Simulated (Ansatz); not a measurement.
Stepwise reaction of `[CH3][Zr]([NH2])([OH])[OH]` with hydrogen fluoride, as a gas-phase model of exchange steps in deposition or etching. ΔE in kJ/mol; ΔG adds harmonic PBE0-D4 terms to CCSD(T)/CBS, at 1 bar.

Program: Ansatz. Geometries: PBE0-D4/def2-TZVP. ΔE: electronic, gas phase. CCSD(T)/CBS adds triple-zeta CCSD(T) − MP2 to the extrapolated MP2 energy (def2 sets, frozen cores). This one scheme is used for every species. DFT in def2-TZVPP. B3LYP here is the variant with VWN-RPA as its local correlation; programs differ in this. def2 core potentials past Kr. For Zr outer-core shells are correlated without core-valence functions, which leaves a few kJ/mol of doubt a bond. One conformer a species, not always the lowest.

```tsv
step	reaction	PBE-D4	B3LYP-D4	ωB97M-V	CCSD(T)/CBS	ΔG(400 K)
1	`[CH3][Zr]([NH2])([OH])[OH]` + H–F → `[CH3][Zr]([NH2])([OH])[F]` + H₂O	-57.4	-55.1	-54.7	-48.9	-46.2
2	`[CH3][Zr]([NH2])([OH])[F]` + H–F → `[CH3][Zr]([NH2])([F])[F]` + H₂O	-54.3	-51.9	-51.5	-46.0	-44.3
```

By hand: ΔE of the 2 steps together at CCSD(T)/CBS.

(-48.9) + (-46.0) = -94.9 kJ/mol, or -47.5 kJ/mol a step.

In ΔE the steps differ by no more than 2.9 kJ/mol. All are downhill at CCSD(T)/CBS. ΔG lies between -46.2 and -44.3 kJ/mol a step. PBE-D4 differs from CCSD(T)/CBS by -8.5 to -8.3 kJ/mol a step. Isolated molecules leave out the surface, adducts and barriers. Largest T1 diagnostic: 0.016.
